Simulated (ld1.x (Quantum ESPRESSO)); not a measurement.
**Plane-wave convergence, TM potential for lithium**

ld1.x (Quantum ESPRESSO) 7.5 input, shortened:

```
&input
   title='Li', zed=3., rel=0, dft='PZ', iswitch=3,
   config='[He] 2s1 2p0'
 /
 &inputp
   pseudotype=2, tm=.true., lloc=0,
   nlcc=.false.
 /
2
2P  2  1   0.00   0.00  4.20  4.20  0.0
1S  1  0   2.00   0.00  0.45  0.45  0.0
 &test
   configts(1)='1s2 2s1 2p0'
 /
```

Occupied shells without a wave of their own: 2s. They enter only through the test configuration that unscreens the potential.

The pseudo-atom Hamiltonian at the reference potential is diagonalised in spherical Bessel functions j_l(qr) that vanish at 20 bohr, with q² up to the cutoff. All-electron valence levels (Ry): 2p -0.0829, 1s -3.7556, 2s -0.2114.

**Question.** How do the lowest levels (Ry) of each channel move with the cutoff, and are there ghosts?

**Answer.**

| cutoff (Ry) | p #1 | s #1 | s #2 | s #3 | d #1 | f #1 | f #2 | Σ f·Δε (mRy) |
| --- | --- | --- | --- | --- | --- | --- | --- | --- |
| 8 | -0.0829 | -1.7232 | -0.1279 | 0.0270 | 0.0443 | 0.0993 | 0.2204 | 4147.9 |
| 25 | -0.0829 | -2.6012 | -0.1692 | 0.0159 | 0.0443 | 0.0993 | 0.2204 | 2350.6 |
| 50 | -0.0829 | -3.1565 | -0.1908 | 0.0109 | 0.0443 | 0.0993 | 0.2204 | 1218.5 |
| 100 | -0.0829 | -3.5325 | -0.2040 | 0.0080 | 0.0443 | 0.0993 | 0.2204 | 453.2 |
| 180 | -0.0829 | -3.7112 | -0.2099 | 0.0068 | 0.0443 | 0.0993 | 0.2204 | 90.0 |
| 400 | -0.0829 | -3.7555 | -0.2113 | 0.0065 | 0.0443 | 0.0993 | 0.2204 | 0.0 |

Result: no extra level below or beside the all-electron valence levels (p, s, d, f tested); 10 mRy is reached at 300 Ry and 1 mRy at over 300 Ry.

1 of 6 tests not solved or not reliable.
